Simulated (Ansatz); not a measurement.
Program: Ansatz. Geometries: PBE0-D4/def2-TZVP. ΔE: electronic, gas phase. CBS: MP2 limit from def2 TZ/QZ plus the TZ coupled-cluster correction, frozen cores. This one scheme is used for every species. DFT in def2-TZVPP. HSE06 is defined as in plane-wave codes.

Reaction (ligand exchange at the Si–N bond): `CN(C)[SiH]` + `[SiH3]N[SiH3]` → `[SiH]N([SiH3])[SiH3]` + `CNC`

```json
{"level": "HSE06-D4", "ΔE (kcal/mol)": "3.7"}
{"level": "SCS-MP2/def2-QZVPP", "ΔE (kcal/mol)": "4.2"}
```

(1) What does CCSD(T)/CBS give? (Estimate.)

Largest T1 diagnostic among the species: 0.015.

Answers

(1) Computed: +3.9 kcal/mol. The listed levels differ from it by -0.2, 0.3 kcal/mol.

Leaving LDA and LC-ωPBE aside and taking each functional with its dispersion term where it has one, the values, not all of them listed here, spread over 1.7 kcal/mol, from BHLYP-D4 to B2PLYP. LDA lies +0.8 kcal/mol from PBE without D4. The D4 term adds −1.1 kcal/mol with B3LYP and −0.6 kcal/mol with PBE0; it sums over pairs of atoms, weighted by their polarisabilities, and B3LYP, whose exchange is more repulsive, gets the larger term. From BLYP to BHLYP (50 % exact exchange), in def2-TZVPP and without D4, ΔE moves by −1.2 kcal/mol.

B3LYP here is the variant with VWN-RPA as its local correlation; programs differ in this.
